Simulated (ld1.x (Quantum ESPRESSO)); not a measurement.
u(r) = r·R(r): atom against pseudo-atom (Ne)

Columns: radius, all-electron u(r) and pseudo u(r) of the 2s shell (level -36.49 eV) of neon in the configuration [He] 2s2 2p6; BP86, scalar-relativistic, ultrasoft scheme, ld1.x (Quantum ESPRESSO) 7.5.

```
r (bohr)  all-electron   pseudo
   0.072        0.4770  -0.1407
   0.145        0.3325  -0.2869
   0.217        0.0031  -0.4359
   0.290       -0.3398  -0.5893
   0.362       -0.6216  -0.7360
   0.435       -0.8325  -0.8701
   0.507       -0.9702  -0.9769
   0.580       -1.0495  -1.0496
   0.652       -1.0813  -1.0813
   0.725       -1.0785  -1.0785
   0.798       -1.0508  -1.0508
   0.870       -1.0069  -1.0069
   0.942       -0.9527  -0.9527
   1.015       -0.8918  -0.8918
   1.088       -0.8282  -0.8282
   1.160       -0.7652  -0.7652
   1.232       -0.7035  -0.7035
   1.305       -0.6433  -0.6433
   1.378       -0.5862  -0.5862
   1.450       -0.5334  -0.5334
   1.522       -0.4841  -0.4841
   1.595       -0.4379  -0.4379
   1.668       -0.3954  -0.3954
   1.740       -0.3569  -0.3569
   1.812       -0.3218  -0.3218
   1.885       -0.2893  -0.2893
```

Q: How many radial nodes do the two functions have?

A: The all-electron 2s function has n − l − 1 = 1; the pseudo-wave has 0, since the states of the same l below it are removed with the core.

Q: At about which radius was the pseudo-wave matched?

A: 0.60 bohr, where the columns begin to agree (steps of 0.07 bohr).

Q: Is the pseudo-wave norm-conserving?

A: No, it belongs to an ultrasoft set: the norm inside the radius is not constrained, and the difference is carried by the augmentation charge.
